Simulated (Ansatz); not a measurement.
Basis sets compared for S-phenylthianthrenium trifluoroacetate (C20H13F3O2S2). The state is a singlet with charge 0. Geometry r2SCAN-D4/def2-SVP. Ansatz on 2 threads of AMD EPYC 7R13 on a shared host and a share (18 GiB) of an NVIDIA H100 80GB HBM3; times are rough, and most runs start from earlier orbitals.

```xyz
40

O    -3.1835   -0.1551   -0.7259
C    -2.7194   -1.1760   -1.2268
O    -1.5038   -1.5546   -1.2896
C    -3.6781   -2.1889   -1.9034
F    -3.3966   -2.2996   -3.2188
F    -3.5473   -3.4157   -1.3629
F    -4.9619   -1.8329   -1.7935
C     3.2657   -2.3229   -1.4996
C     3.1944   -1.6745   -0.2611
C     2.1042   -0.8558    0.0393
C     1.0926   -0.7037   -0.9157
S    -0.3138    0.3745   -0.6173
C     0.5999    1.9150   -0.1723
C     1.8479    2.2301   -0.7224
C     2.3743    3.5142   -0.5631
C     1.6562    4.4843    0.1433
C     0.4152    4.1724    0.6983
C    -0.1274    2.8888    0.5320
S    -1.7451    2.5643    1.1806
C    -1.5365    0.9109    1.7754
C    -2.1005    0.5595    3.0102
C    -1.9989   -0.7508    3.4765
C    -1.3212   -1.7182    2.7271
C    -0.7550   -1.3841    1.4962
C    -0.8721   -0.0728    1.0343
C     1.1387   -1.3563   -2.1501
C     2.2424   -2.1636   -2.4387
H     4.1221   -2.9632   -1.7296
H     3.9905   -1.8051    0.4771
H     2.0429   -0.3378    1.0004
H     2.4050    1.4799   -1.2889
H     3.3477    3.7551   -0.9988
H     2.0681    5.4891    0.2718
H    -0.1441    4.9176    1.2710
H    -2.6168    1.3245    3.5961
H    -2.4500   -1.0173    4.4363
H    -1.2496   -2.7473    3.0886
H    -0.2804   -2.1409    0.8698
H     0.3030   -1.2610   -2.8454
H     2.2911   -2.6821   -3.4001
```

Single mean-field runs in def2-SVP, def2-TZVP are fitted with def2-universal-jkfit. In the singlet geometry the species has come apart into loosely held pieces.

Binding counts from free atoms (O triplet, C triplet, F doublet, S triplet, H doublet) in the same basis, without a counterpoise term.

```json
{"level": "PBE-D4/def2-SVP", "functions": "451", "energy (Eh)": "-2013.4765", "HOMO (eV)": "-4.76", "LUMO (eV)": "-2.40", "binding per atom (eV)": "5.39", "wall time": "3 s"}
{"level": "PBE0-D4/def2-SVP", "functions": "451", "energy (Eh)": "-2013.5811", "HOMO (eV)": "-6.38", "LUMO (eV)": "-1.62", "binding per atom (eV)": "5.23", "wall time": "3 s"}
```

Question: Estimate the rows for PBE-D4/def2-TZVP (with forces), PBE0-D4/def2-TZVP.

Answer: 
| level | functions | energy (Eh) | HOMO (eV) | LUMO (eV) | binding per atom (eV) | wall time |
| --- | --- | --- | --- | --- | --- | --- |
| PBE-D4/def2-TZVP (with forces) | 927 | -2015.1136 | -5.16 | -2.54 | 5.30 | 7 s |
| PBE0-D4/def2-TZVP | 927 | -2015.2077 | -6.66 | -1.73 | 5.15 | 5.5 s |
